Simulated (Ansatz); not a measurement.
Ga₁₂P₁₂H₃₂⁻, a nanocrystal cut from zinc blende GaP (hydrogen-capped). The state is a doublet with charge -1. Geometry PBE-D4/def2-SVP, that of the neutral singlet; atoms count from 1.

Cartesian coordinates in Å:
```
Ga 2.9592 1.2549 -3.4233
Ga -1.0220 -3.7471 -3.2486
Ga -0.2871 -4.1051 1.4438
Ga 3.8643 1.5873 0.5174
Ga 2.0237 -1.2644 3.1482
Ga 1.4764 -1.2418 -0.7162
Ga -0.9597 1.3548 -2.5343
Ga -2.2226 -1.1482 0.0268
Ga 0.0475 1.5691 1.3326
Ga 1.4006 4.3217 -1.1872
Ga -1.9370 -0.8621 3.8133
Ga -4.1999 2.5057 1.3188
P 1.0277 -2.5797 -2.6565
P 3.3113 0.1311 -1.2704
P 1.0586 2.5960 -2.8231
P 1.6006 -2.5868 1.2178
P -2.6422 -2.4847 -1.9242
P -1.9543 -2.4249 1.9617
P 3.8626 0.1568 2.4803
P 1.9036 2.9007 0.7490
P 0.1712 0.2221 3.2651
P -0.3777 0.1745 -0.5017
P -4.0879 0.3598 0.1543
P -1.8338 3.0536 1.4421
H 4.2401 2.1461 -3.6688
H 2.5164 0.0969 -4.4175
H -1.3294 -3.4047 -4.7552
H -0.9467 -5.1785 -2.6049
H -0.0364 -5.0269 2.6978
H -0.6109 -4.6387 -0.0121
H 5.2343 2.3548 0.4200
H 2.3559 -2.0562 4.4670
H -1.1367 0.2020 -3.6173
H -2.1946 2.2677 -2.1166
H 2.7164 5.1442 -1.4829
H 0.0166 5.0171 -0.8313
H -1.7576 -1.6351 5.1755
H -3.0768 0.1998 3.5269
H -4.6820 2.1906 2.7806
H -4.8570 3.5176 0.3058
H 2.0971 -3.5250 -2.7542
H 1.4150 -1.7045 -3.7209
H 4.4305 -0.7566 -1.3875
H 0.8470 3.3602 -4.0184
H 2.7814 -3.3848 1.0666
H -3.7170 -3.3643 -1.5809
H -3.3536 -1.6250 -2.8168
H -3.1996 -3.1292 2.0588
H 5.0397 -0.6578 2.4417
H 4.2213 0.9531 3.6150
H 2.1472 3.7362 1.8878
H 0.4941 1.1093 4.3433
H -4.4764 0.5836 -1.2025
H -5.2096 -0.4275 0.5651
H -1.5056 4.0266 0.4448
H -1.6464 3.8656 2.6049
```

Single mean-field runs in def2-TZVP are fitted with def2-universal-jkfit. The highest occupied level of the charge -1 doublet lies above zero (up to 0.23 eV). By energy differences its removal costs 0.74 eV (vertical, to the charge 0 singlet, at PBE0-D4/def2-TZVP); self-interaction error and the lack of diffuse functions both raise the level.

Q: Estimate the Mulliken populations of the heavy atoms from the PBE0/def2-TZVP orbitals of Ansatz.

A: 
```
atom  charge (e)  spin (α − β)
 Ga1        0.17          0.00
 Ga2        0.08          0.14
 Ga3        0.17          0.00
 Ga4        0.27          0.00
 Ga5        0.25          0.02
 Ga6        0.22          0.15
 Ga7        0.09          0.00
 Ga8        0.22          0.12
 Ga9        0.22          0.15
Ga10        0.17          0.00
Ga11        0.17          0.00
Ga12        0.08          0.14
 P13       -0.22          0.04
 P14       -0.28          0.02
 P15       -0.32          0.01
 P16       -0.30          0.00
 P17       -0.22          0.04
 P18       -0.29          0.01
 P19       -0.25          0.00
 P20       -0.28          0.02
 P21       -0.30          0.00
 P22       -0.24          0.02
 P23       -0.22          0.04
 P24       -0.22          0.04
```
Mulliken values and Mayer orders depend strongly on the basis.

Q: Where does the spin sit?

A: Summed by element: Ga 0.72, P 0.23, H 0.04, of 1 unpaired in all. Largest on single atoms: Ga6 0.15, Ga9 0.15, Ga2 0.14.

Q: And the Mayer bond orders between bonded heavy atoms (over 0.3)?

A: Ga1–P14 0.66 (2.45 Å); Ga1–P15 0.78 (2.40 Å); Ga2–P13 0.70 (2.43 Å); Ga2–P17 0.68 (2.44 Å); Ga3–P16 0.69 (2.43 Å); Ga3–P18 0.72 (2.42 Å); Ga4–P14 0.81 (2.37 Å); Ga4–P19 0.67 (2.43 Å); Ga4–P20 0.81 (2.37 Å); Ga5–P16 0.81 (2.38 Å); Ga5–P19 0.71 (2.42 Å); Ga5–P21 0.81 (2.38 Å); Ga6–P13 0.69 (2.40 Å); Ga6–P14 0.85 (2.36 Å); Ga6–P16 0.79 (2.36 Å); Ga6–P22 0.87 (2.34 Å); Ga7–P15 0.79 (2.39 Å); Ga7–P22 0.67 (2.42 Å); Ga8–P17 0.71 (2.40 Å); Ga8–P18 0.85 (2.33 Å); Ga8–P22 0.82 (2.33 Å); Ga8–P23 0.71 (2.40 Å); Ga9–P20 0.85 (2.36 Å); Ga9–P21 0.79 (2.36 Å); Ga9–P22 0.87 (2.34 Å); Ga9–P24 0.69 (2.40 Å); Ga10–P15 0.78 (2.40 Å); Ga10–P20 0.66 (2.45 Å); Ga11–P18 0.71 (2.42 Å); Ga11–P21 0.69 (2.43 Å); Ga12–P23 0.68 (2.44 Å); Ga12–P24 0.70 (2.43 Å).
